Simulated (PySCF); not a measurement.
Na (SMILES [Na]), doublet; BLYP/cc-pVDZ run with PySCF.

Here is a job for PySCF.
```python
from pyscf import gto, scf, dft

mol = gto.M(
    atom='''
Na    0.00000000    0.00000000    0.00000000
''',
    basis='cc-pvdz',
    spin=1,
    verbose=4,
)

mf = dft.UKS(mol)
mf.xc = 'blyp'
mf.kernel()
```

It wrote (shortened):

```
PySCF version 2.14.0

[INPUT] verbose = 4
[INPUT] num. atoms = 1
[INPUT] num. electrons = 11
[INPUT] charge = 0
[INPUT] spin (= nelec alpha-beta = 2S) = 1
[INPUT] symmetry False subgroup None
[INPUT] Mole.unit = angstrom
[INPUT] Symbol           X                Y                Z      unit          X                Y                Z       unit  Magmom
[INPUT]  1 Na     0.000000000000   0.000000000000   0.000000000000 AA    0.000000000000   0.000000000000   0.000000000000 Bohr   0.0

nuclear repulsion = 0
number of shells = 5
number of NR pGTOs = 41
number of NR cGTOs = 18
basis = cc-pvdz
ecp = {}

******** <class 'pyscf.dft.uks.UKS'> ********
method = UKS
initial guess = minao
damping factor = 0
level_shift factor = 0
DIIS = <class 'pyscf.scf.diis.CDIIS'>
diis_start_cycle = 1
diis_space = 8
diis_damp = 0
SCF conv_tol = 1e-09
SCF conv_tol_grad = None
SCF max_cycles = 50
direct_scf = True
direct_scf_tol = 1e-13
number electrons alpha = 6  beta = 5
XC library pyscf.dft.libxc version 7.1.2
    S. Lehtola, C. Steigemann, M. J. T. Oliveira, and M. A. L. Marques,  SoftwareX 7, 1–5 (2018)
XC functionals = blyp
    A. D. Becke,  Phys. Rev. A 38, 3098 (1988)
    C. Lee, W. Yang, and R. G. Parr,  Phys. Rev. B 37, 785 (1988)
    B. Miehlich, A. Savin, H. Stoll, and H. Preuss,  Chem. Phys. Lett. 157, 200 (1989)
radial grids:
    Treutler-Ahlrichs [JCP 102, 346 (1995); DOI:10.1063/1.469408] (M4) radial grids

becke partition: Becke, JCP 88, 2547 (1988); DOI:10.1063/1.454033
pruning grids: <function nwchem_prune>
grids dens level: 3
symmetrized grids: False
atomic radii adjust function: <function treutler_atomic_radii_adjust>
small_rho_cutoff = 0
Set gradient conv threshold to 3.16228e-05
tot grids = 18104
init E= -162.267046950775

cycle= 1 E= -162.27635798894  delta_E= -0.00931  |g|= 0.0106  |ddm|= 0.419
cycle= 2 E= -162.276540066526  delta_E= -0.000182  |g|= 0.00214  |ddm|= 0.0955
cycle= 3 E= -162.2765437406  delta_E= -3.67e-06  |g|= 2.78e-05  |ddm|= 0.00564
cycle= 4 E= -162.276543741407  delta_E= -8.08e-10  |g|= 1.21e-06  |ddm|= 0.000124
Extra cycle  E= -162.276543741409  delta_E= -1.42e-12  |g|= 2.32e-07  |ddm|= 6e-06
converged SCF energy = -162.276543741409  <S^2> = 0.75000599  2S+1 = 2.000006
```
